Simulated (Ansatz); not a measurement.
**Question.** Name a neutral molecule of C, S, Sn and H with size of the dipole moment (ωB97M-V/def2-TZVPP) between 1.70 and 2.00 D and ideal-gas entropy at 298 K and 1 bar (rigid rotor, harmonic PBE0-D4/def2-TZVP) between 371 and 387 J/(mol·K) (Ansatz, PBE0-D4/def2-TZVP geometry).

**Answer.** `CS[S][SnH3]` (1.90 D, 378 J/(mol·K)). Other molecules can fit too; these were computed, each in one conformer that needn't be the lowest.
